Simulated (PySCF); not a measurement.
Vertical excitations of a molecule C3H5Cl2FSi from TDA-LC-ωPBE/def2-SVPD (PySCF), as energy in eV (oscillator strength): 7.53 (0.435), 7.88 (0.025), 8.31 (0.010), 8.48 (0.053), 8.67 (0.007), 8.70 (0.027). Lowest triplet (TDA): 4.06 eV. Geometry: r2SCAN-D4/def2-SVP. One conformer was computed; it need not be the lowest.

**Question.** Identify the compound among the candidates.
(A) C=CC[Si](F)(Cl)Cl
(B) F[C@H]1CC[Si]1(Cl)Cl
(C) C[Si@](F)(Cl)/C=C\Cl
(D) F[C@H]1[SiH2]CC1(Cl)Cl

**Answer.** A, C=CC[Si](F)(Cl)Cl
